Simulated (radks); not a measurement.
Task: Cd27+, configuration [Ne] 3s1.75 3p6 3d3 4d0.25 (fractional occupations, a model configuration). All-electron calculation, Dirac Kohn-Sham, PBEsol, spin-unpolarised, spherical densities, finite nucleus; open shells are shared between the two j in proportion to 2j + 1; Fermi nuclear charge, rms radius 4.6087 fm. Program: a radial shooting solver on a logarithmic mesh with Libxc functionals.

Spin-orbit splittings of the eigenvalues, e(l+1/2) - e(l-1/2), with zeta = 2 splitting/(2l+1) and mean radii in bohr:

shell  occ.  splitting (eV)  zeta (eV)  <r> j=l-1/2  <r> j=l+1/2
2p        6           194.4      129.6       0.1105       0.1156
3p        6           42.23      28.16       0.3201       0.3286
3d        3               ?          ?       0.2914       0.2940
4d     0.25           3.206      1.283       0.6502       0.6536

Estimate the 3d splitting.

Result: 9.409 eV (zeta = 3.764 eV).
